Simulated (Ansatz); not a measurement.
Born–Oppenheimer molecular dynamics of Cl₃FSi (5 atoms, charge 0, multiplicity 1). It starts from a relaxed structure.

Method: RKS PBE-D4/6-31G in Ansatz 0.2.0.

| Item | Value |
| --- | --- |
| ensemble | NVE (velocity Verlet) |
| time step | 2 fs |
| steps asked | 150 |
| starting velocities drawn for | 700 K |
| seed | 442579 |

First frame:

```xyz
5
Properties=species:S:1:pos:R:3
Si 0.000 0.000 -0.043
F 0.000 0.000 1.652
Cl 2.041 0.000 -0.715
Cl -1.020 1.767 -0.716
Cl -1.020 -1.767 -0.716
```

How far do the bonds stretch over the last three quarters of this one trajectory? (Pairs bonded in most of those frames.)


```
   bond  mean (Å)  spread (Å)  shortest  longest
 Si1–F2     1.698       0.029      1.65     1.76
Si1–Cl3     2.160       0.040      2.09     2.23
Si1–Cl4     2.158       0.050      2.07     2.25
Si1–Cl5     2.160       0.052      2.06     2.27
```

Mean temperature of the second half: 356 K. The conserved energy stayed within 0.27 meV per atom of its start (net change 0.12 meV per atom), so the integration is sound. Over the second half the temperature averaged 0.51 of the 700 K drawn at the start: a run that starts near a minimum puts about half its kinetic energy into the potential. A run of 0.3 ps of so small a system gives no equilibrium averages. Limits of this set-up: no polarisation functions.

The run took 7.4 min on 1 thread of Arm Neoverse V1, on a shared host, peak memory 0.1 GiB.
